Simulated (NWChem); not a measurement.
System: SnCl, doublet; SMILES [Cl][Sn]

```xyz
2

Sn     0.0000     0.0000    -0.6358
Cl     0.0000     0.0000     1.8005
```
Atoms are numbered in this order, from 1.

Level: PBE0/def2-SVP with def2 effective core potentials on Sn, spin-unrestricted (NWChem), optimised geometry, unscaled harmonic frequencies. The state is orbitally degenerate and is run as one real component. def2 effective core potentials on Sn; no spin-orbit coupling.

```tsv
frequency (cm⁻¹)	IR intensity (km/mol)
328	53.1
```

```yaml
zero_point_energy: 0.5 kcal/mol
thermal correction to the enthalpy at 298.15 K (with zero-point energy): 2.8 kcal/mol
heat capacity Cv: 6.6 cal/(mol K)
```

Rigid rotor and harmonic oscillator.
